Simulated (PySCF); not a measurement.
A PySCF script (with the pyscf-properties extension) for the NMR shieldings of C$_{2}$H$_{11}$B$_{2}$NO$_{2}$, on a GFN2-xTB geometry:

```python
import basis_set_exchange as bse
import numpy as np
from pyscf import gto, dft
from pyscf.prop import nmr

atoms = """
C    -1.716303   -0.118464    0.889147
B    -1.092756   -0.854039   -0.342077
C    -0.486658   -0.040635   -1.552293
O    -0.485494    1.379896   -1.450672
B     0.347218    2.075225   -0.648702
N     1.873049   -1.148708    0.737104
O     1.296302    1.586351    0.167169
H    -1.977212   -0.758275    1.728316
H    -2.630525    0.381473    0.565503
H    -1.073538    0.683378    1.249670
H    -1.099772   -2.023953   -0.442982
H     0.531724   -0.389212   -1.780374
H    -1.075698   -0.266436   -2.452966
H     0.216843    3.240433   -0.692773
H     1.206483   -1.895949    0.586512
H     2.765824   -1.440384    0.360068
H     1.984345   -1.026309    1.736160
H     1.407409    0.621926    0.221048
"""
names = dict.fromkeys(["C", "B", "O", "N", "H"], "pcSseg-1")
basis = {el: gto.basis.parse(bse.get_basis(n, elements=[el], fmt="nwchem")) for el, n in names.items()}
mol = gto.M(atom=atoms, basis=basis, charge=0, verbose=0)
mf = dft.RKS(mol, xc="PBE0")
mf.grids.level = 2
mf.grids.alignment = dft.numint.BLKSIZE   # the property module wants whole blocks of grid points
mf.conv_tol = 1e-9
mf.kernel()

calc = nmr.RKS(mf)   # GIAO
C = mf.mo_coeff
Co = C[:, mf.mo_occ > 0]
resp = mf.gen_response(singlet=True, hermi=2)
def vind(x):   # induced exchange potential for any number of trial vectors
    d = np.einsum("pi,xij,qj->xpq", C, 2 * x.reshape(-1, C.shape[1], Co.shape[1]), Co, optimize=True)
    return np.einsum("xpq,pi,qj->xij", resp(d - d.transpose(0, 2, 1)), C, Co, optimize=True).ravel()
mo1, _ = nmr.rhf.solve_mo1(calc, with_cphf=vind)
sigma = calc.kernel(mo1)
for i, s in enumerate(sigma):   # ppm
    w = np.linalg.eigvalsh((s + s.T) / 2)
    print("%2d %-2s iso %8.1f  s11 %8.1f  s22 %8.1f  s33 %8.1f" % (i, mol.atom_pure_symbol(i), w.mean(), *w))
```

**Question.** What does it print?

**Answer.** 
```
 0 C  iso    175.3  s11    144.8  s22    181.3  s33    199.8
 1 B  iso     10.8  s11    -75.1  s22    -15.8  s33    123.3
 2 C  iso    113.5  s11     93.5  s22    100.5  s33    146.5
 3 O  iso    217.7  s11     92.8  s22    246.1  s33    314.2
 4 B  iso     76.6  s11     57.8  s22     78.1  s33     94.0
 5 N  iso    248.9  s11    228.2  s22    256.5  s33    262.1
 6 O  iso    191.2  s11     73.7  s22    209.4  s33    290.6
 7 H  iso     30.4  s11     27.3  s22     28.0  s33     36.0
 8 H  iso     30.8  s11     25.4  s22     29.7  s33     37.4
 9 H  iso     30.1  s11     25.8  s22     29.5  s33     35.1
10 H  iso     23.7  s11     16.9  s22     25.4  s33     28.8
11 H  iso     26.9  s11     24.2  s22     25.0  s33     31.5
12 H  iso     27.2  s11     22.3  s22     26.8  s33     32.6
13 H  iso     27.7  s11     24.6  s22     26.9  s33     31.7
14 H  iso     31.5  s11     25.6  s22     28.2  s33     40.8
15 H  iso     31.0  s11     25.5  s22     25.8  s33     41.7
16 H  iso     31.1  s11     25.5  s22     26.9  s33     41.0
17 H  iso     23.3  s11     12.9  s22     16.7  s33     40.2
```

These numbers come from an equivalent density-fitted implementation of the same equations, which agrees with the script to about 0.01 ppm for H and up to a few tenths of a ppm for heavy atoms, so last digits may differ.

Size and cost of the density-fitted run: 174 basis functions, 26 s wall time on 1 thread of an Arm Neoverse V1, shared host; peak memory 0.83 GiB.
